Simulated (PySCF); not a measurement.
AlH12O6, charge +3, multiplicity 1.

```xyz
19

Al     0.0000     0.0000     0.0000
O      0.0000     0.0000    -1.9301
H      0.0000     0.7881    -2.5163
H      0.0000    -0.7881    -2.5163
O      0.0000     0.0000     1.9301
H      0.0000     0.7881     2.5163
H      0.0000    -0.7881     2.5163
O     -1.9301     0.0000     0.0000
H     -2.5163     0.0000    -0.7881
H     -2.5163     0.0000     0.7881
O      0.0000    -1.9301     0.0000
H      0.7881    -2.5163     0.0000
H     -0.7881    -2.5163     0.0000
O      0.0000     1.9301     0.0000
H     -0.7881     2.5163     0.0000
H      0.7881     2.5163     0.0000
O      1.9301     0.0000     0.0000
H      2.5163     0.0000    -0.7881
H      2.5163     0.0000     0.7881
```
Charge +3, spin multiplicity 1.

Geometry optimised at TPSSh-D3(BJ)/def2-SVP. The isomer is the one that the SMILES or the coordinates give; other isomers of the formula were not compared. One conformer was computed; it need not be the lowest.

Method: HF/pcSseg-1 (PySCF). Non-relativistic, no solvent.

Computed absolute GIAO shielding of each atom: isotropic value and principal components (ppm):
| atom | σ(iso) | σ11 | σ22 | σ33 | span |
|---|---|---|---|---|---|
| Al1 | 615.3 | 615.3 | 615.3 | 615.3 | 0.0 |
| O2 | 304.2 | 273.7 | 313.5 | 325.5 | 51.8 |
| H3 | 25.2 | 15.9 | 19.1 | 40.6 | 24.6 |
| H4 | 25.2 | 15.9 | 19.1 | 40.6 | 24.6 |
| O5 | 304.2 | 273.7 | 313.5 | 325.5 | 51.8 |
| H6 | 25.2 | 15.9 | 19.1 | 40.6 | 24.6 |
| H7 | 25.2 | 15.9 | 19.1 | 40.6 | 24.6 |
| O8 | 304.2 | 273.7 | 313.5 | 325.5 | 51.8 |
| H9 | 25.2 | 15.9 | 19.1 | 40.6 | 24.6 |
| H10 | 25.2 | 15.9 | 19.1 | 40.6 | 24.6 |
| O11 | 304.2 | 273.7 | 313.5 | 325.5 | 51.8 |
| H12 | 25.2 | 15.9 | 19.1 | 40.6 | 24.6 |
| H13 | 25.2 | 15.9 | 19.1 | 40.6 | 24.6 |
| O14 | 304.2 | 273.7 | 313.5 | 325.5 | 51.8 |
| H15 | 25.2 | 15.9 | 19.1 | 40.6 | 24.6 |
| H16 | 25.2 | 15.9 | 19.1 | 40.6 | 24.6 |
| O17 | 304.2 | 273.7 | 313.5 | 325.5 | 51.8 |
| H18 | 25.2 | 15.9 | 19.1 | 40.6 | 24.6 |
| H19 | 25.2 | 15.9 | 19.1 | 40.6 | 24.6 |
